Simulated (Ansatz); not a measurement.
The same path of ClGeH$_{3}$ (5 atoms, charge 0, multiplicity 1) was run 3 times with different band settings. Lost on the way: Ge1–H2, Ge1–H3. Made: H2–H3.

Computed with RKS revPBE-D4/def2-SVP (Ansatz).

Relaxed end points:

```xyz
5
Properties=species:S:1:pos:R:3
Ge 0.268 0.019 0.189
H 0.241 -0.037 1.737
H 1.718 -0.037 -0.352
H -0.487 1.262 -0.344
Cl -0.779 -1.754 -0.551
```

```xyz
5
Properties=species:S:1:pos:R:3
Ge 0.125 0.093 -0.969
H 1.026 0.200 1.315
H 1.622 -0.091 0.909
H -0.758 1.016 0.036
Cl -1.054 -1.765 -0.612
```

Common settings: spring 5.0 eV/Å²; start path through a guess of the saddle point; force threshold 0.03 eV/Å; iteration limit 60; end points relaxed.

| run | movable images | climbing image | optimiser | largest step |
| --- | --- | --- | --- | --- |
| 1 | 5 | yes | quadratic models (default) | default |
| 2 | 5 | yes | fire | 0.5 Å |
| 3 | 4 | no | quadratic models (default) | default |

(1) What does each run give, and how far can it be trusted?

## Answers

(1) Run 1: converged after 10 iterations, highest image 2.214 eV above the first end. A vibrational analysis at the climbing image gives one clearly imaginary mode, 1057i cm⁻¹: a first-order saddle point.
Run 2: converged after 38 iterations, highest image 2.215 eV above the first end. Another band between the same ends (5 images) ends at a top of the same energy, where a vibrational analysis finds 1 clearly imaginary mode.
Run 3: converged after 7 iterations, highest image 2.117 eV above the first end. Neighbouring images differ by up to 1.3 eV, so the band resolves the path poorly. No image climbed, so the highest image needn't sit at the top of the path.
The orbitals stay closed-shell, which can raise the energy where a bond breaks towards radicals; this wasn't checked here.
